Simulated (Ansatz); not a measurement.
CH8AlNSi2 (`[AlH2][SiH]1C[SiH2]N1`) at its PBE0-D4/def2-TZVP geometry, where that method's forces vanish. Charge 0, multiplicity 1.

```csv
atom,x (Å),y (Å),z (Å)
Al1,-0.8642,-0.4784,2.5616
Si2,-0.1894,-0.8101,0.2107
C3,1.3974,0.0362,-0.4091
Si4,0.2918,0.9198,-1.6516
N5,-1.0814,0.1203,-0.9704
H6,0.1789,-0.6479,3.7535
H7,-2.3609,-0.0775,2.9326
H8,-0.1650,-2.2800,-0.0987
H9,2.1336,-0.6445,-0.8365
H10,1.8940,0.6910,0.3071
H11,0.5623,0.6004,-3.0832
H12,0.2651,2.4069,-1.5354
H13,-2.0623,0.1638,-1.1805
```

Question: For each bond, give half the difference of the two atoms' forces along it (eV/Å; positive pushes the atoms apart) under PBE-D4, r2SCAN-D4, B3LYP-D4, ωB97M-V in def2-TZVPP. (Estimate.)

Answer: The calculation gave: 
```json
{"bond": "Al1–Si2", "length (Å)": "2.468", "PBE-D4": "-0.16", "r2SCAN-D4": "-0.01", "B3LYP-D4": "-0.03", "ωB97M-V": "-0.01"}
{"bond": "Al1–H6", "length (Å)": "1.593", "PBE-D4": "0.08", "r2SCAN-D4": "-0.02", "B3LYP-D4": "-0.07", "ωB97M-V": "-0.10"}
{"bond": "Al1–H7", "length (Å)": "1.593", "PBE-D4": "0.08", "r2SCAN-D4": "-0.02", "B3LYP-D4": "-0.07", "ωB97M-V": "-0.10"}
{"bond": "Si2–C3", "length (Å)": "1.902", "PBE-D4": "0.09", "r2SCAN-D4": "0.06", "B3LYP-D4": "0.17", "ωB97M-V": "0.07"}
{"bond": "Si2–N5", "length (Å)": "1.748", "PBE-D4": "0.17", "r2SCAN-D4": "0.06", "B3LYP-D4": "0.14", "ωB97M-V": "0.14"}
{"bond": "Si2–H8", "length (Å)": "1.502", "PBE-D4": "0.06", "r2SCAN-D4": "-0.01", "B3LYP-D4": "-0.14", "ωB97M-V": "-0.15"}
{"bond": "C3–Si4", "length (Å)": "1.883", "PBE-D4": "0.05", "r2SCAN-D4": "0.03", "B3LYP-D4": "0.17", "ωB97M-V": "0.09"}
{"bond": "C3–H9", "length (Å)": "1.090", "PBE-D4": "0.09", "r2SCAN-D4": "-0.03", "B3LYP-D4": "-0.08", "ωB97M-V": "-0.05"}
{"bond": "C3–H10", "length (Å)": "1.090", "PBE-D4": "0.09", "r2SCAN-D4": "-0.02", "B3LYP-D4": "-0.07", "ωB97M-V": "-0.05"}
{"bond": "Si4–N5", "length (Å)": "1.729", "PBE-D4": "0.15", "r2SCAN-D4": "0.03", "B3LYP-D4": "0.14", "ωB97M-V": "0.15"}
{"bond": "Si4–H11", "length (Å)": "1.492", "PBE-D4": "0.03", "r2SCAN-D4": "-0.02", "B3LYP-D4": "-0.15", "ωB97M-V": "-0.16"}
{"bond": "Si4–H12", "length (Å)": "1.492", "PBE-D4": "0.02", "r2SCAN-D4": "-0.03", "B3LYP-D4": "-0.15", "ωB97M-V": "-0.15"}
{"bond": "N5–H13", "length (Å)": "1.004", "PBE-D4": "0.13", "r2SCAN-D4": "-0.01", "B3LYP-D4": "-0.04", "ωB97M-V": "-0.07"}
```

B3LYP here is the variant with VWN-RPA as its local correlation; programs differ in this.

Program: Ansatz 0.2.0.
